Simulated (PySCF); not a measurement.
Electronic structure of Mn (manganese, neutral) at the UHF level

Configuration: [Ar] 3d5 4s2, high-spin 6S determinant. Computed with PySCF 2.14 in def2-SVP, with the non-relativistic Hamiltonian (point nucleus).

- Total energy: -1149.697283 hartree
- One-electron energy: -1585.0820 hartree
- Hartree (Coulomb) energy: 486.3772 hartree
- Exchange energy: -50.9925 hartree
- Kinetic energy: 1149.46673 hartree
- ⟨S²⟩: 8.7722
- ⟨L²⟩: 0.000
- Sum of ⟨r⟩: 21.84 bohr
- Sum of ⟨r²⟩: 43.60 bohr²
- Density at the nucleus (Gaussians lack the cusp): 9930 bohr⁻³
- Spin density at the nucleus: 0.870 bohr⁻³
- Langevin diamagnetic susceptibility: -34.5 ×10⁻⁶ cm³/mol
- Time after the integrals: 0.1 s of wall time on 1 thread of Neoverse-V1 (shared host)

```csv
shell,electrons,mean orbital energy (hartree),"rms radius, mean of both spins (bohr)"
1s α,1,-240.51934,0.0713
1s β,1,-240.51696,0.0713
2s α,1,-29.16993,0.305
2s β,1,-29.03652,0.305
2p α,3,-24.87966,0.274
2p β,3,-24.74829,0.274
3s α,1,-4.01653,0.925
3s β,1,-3.61085,0.925
3p α,3,-2.72457,0.994
3p β,3,-2.23152,0.994
3d α,5,-0.63905,1.26
4s α,1,-0.27078,3.70
4s β,1,-0.22428,3.70
```
